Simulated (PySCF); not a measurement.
Compound: C4H7B.
SMILES: `C1(C[C@H]1B)=C`

The closed-shell ground state was solved at several levels (PySCF, density fitting, gas phase, non-relativistic). One conformer (not necessarily the lowest) at the GFN2-xTB geometry, without solvent, vibrations or thermal averaging.

| level | basis functions | total energy (Eh) | HOMO (eV) | LUMO (eV) | gap (eV) | dipole (D) |
| --- | --- | --- | --- | --- | --- | --- |
| B3LYP/pcJ-1 | 205 | -181.4167 | -7.40 | -1.49 | 5.91 | 0.98 |
| PBE0/pcSseg-1 | 120 | -181.1414 | -7.65 | -1.27 | 6.38 | 0.95 |

(1) What might PBE0/def2-SVPD (156 basis functions) give for the same quantities?

(2) How far do the dipole and the HOMO energy spread over the levels?

Results:

(1) Total energy -181.0421 Eh, HOMO -7.67 eV, LUMO -1.29 eV, gap 6.38 eV, dipole 0.98 D.

(2) The dipole runs from 0.95 to 0.98 D (mean 0.97 D) and the HOMO from -7.67 to -7.40 eV.


Compound: C5H4FS (charge +1).
SMILES: `Fc1cc[s+]cc1`

The closed-shell ground state was solved at several levels (PySCF, density fitting, gas phase, non-relativistic). Isolated species at its PBE0-D3(BJ)/def2-SVP geometry, gas phase.

```csv
level,basis functions,total energy (Eh),HOMO (eV),LUMO (eV),gap (eV)
PBE0/pcSseg-1,146,-690.1698,-13.91,-8.04,5.87
PBE0/pcSseg-2,315,-690.3575,-13.79,-7.91,5.88
```

Task: Estimate the row for wB97X-D/def2-SVPD, a basis of 182 functions; the other rows only guide the guess.

Result: Total energy -690.2586 Eh, HOMO -15.60 eV, LUMO -6.28 eV, gap 9.32 eV.

Note: wB97X-D ran without an empirical dispersion term, which enters the total energy and its gradient alone.


TeO2F2.
SMILES: `O=[Te](=O)(F)F`

The closed-shell ground state was solved at several levels (PySCF, density fitting, gas phase). Geometry: PBE0-D3(BJ)/def2-SVP; no solvent, vibrations or thermal averaging. Atoms past krypton carry effective core potentials; spin–orbit coupling is left out.

```
                          level  basis functions  HOMO (eV)  LUMO (eV)  gap (eV)  dipole (D)
                 PBE0/def2-SVPD              127     -10.52      -4.85      5.67        0.12
PBE0/pcSseg-1 (def2-TZVP on Te)              118     -10.43      -4.77      5.66        0.17
```

Q: Estimate the row for KT2/pcSseg-1 (def2-TZVP on Te), a basis of 118 functions; the other rows only guide the guess.

A: HOMO -8.80 eV, LUMO -5.70 eV, gap 3.10 eV, dipole 0.16 D.

Q: How far do the dipole and the HOMO energy spread over the levels?

A: The dipole runs from 0.12 to 0.17 D (mean 0.15 D) and the HOMO from -10.52 to -8.80 eV.
